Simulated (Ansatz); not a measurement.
One change: `O[CH]([SiH3])[GeH3]` becomes `O[CH]([SiH3])[SnH3]`.

Ansatz, PBE0-D4/def2-TZVP geometries, multiplicity 1. Each molecule was computed in one conformer, which needn't be the lowest.

Elements past krypton have def2 core potentials. Scalar relativity is left out up to krypton.

```json
{"property": "size of the dipole moment (B3LYP/def2-TZVPP) / D", "`O[CH]([SiH3])[GeH3]`": "1.37"}
{"property": "HOMO–LUMO gap (ωB97M-V/def2-TZVPP) / eV", "`O[CH]([SiH3])[GeH3]`": "11.73"}
{"property": "HOMO–LUMO gap (PBE/def2-TZVPP) / eV", "`O[CH]([SiH3])[GeH3]`": "5.56"}
{"property": "LUMO energy (ωB97M-V/def2-TZVPP) / eV", "`O[CH]([SiH3])[GeH3]`": "1.75"}
{"property": "size of the dipole moment (ωB97M-V/def2-TZVPP) / D", "`O[CH]([SiH3])[GeH3]`": "1.35"}
{"property": "LUMO energy (PBE/def2-TZVPP) / eV", "`O[CH]([SiH3])[GeH3]`": "-0.68"}
```

Problem. What does the change do to each property? (Best estimate.)

Solution. Ansatz gave: 
```csv
property,`O[CH]([SiH3])[SnH3]`,shift
size of the dipole moment (B3LYP/def2-TZVPP) / D,1.48,0.11
HOMO–LUMO gap (ωB97M-V/def2-TZVPP) / eV,10.65,-1.08
HOMO–LUMO gap (PBE/def2-TZVPP) / eV,5.01,-0.55
LUMO energy (ωB97M-V/def2-TZVPP) / eV,1.27,-0.48
size of the dipole moment (ωB97M-V/def2-TZVPP) / D,1.52,0.17
LUMO energy (PBE/def2-TZVPP) / eV,-0.93,-0.25
```

With PBE0 the HOMO rises by 0.50 eV and the LUMO falls by 0.31 eV, so the gap narrows by about 0.81 eV. PBE moves the HOMO by 0.31 eV and ωB97M-V by 0.60 eV. Dipoles are sizes alone; their direction can turn.

B3LYP here is the variant with VWN-RPA as its local correlation; programs differ in this.
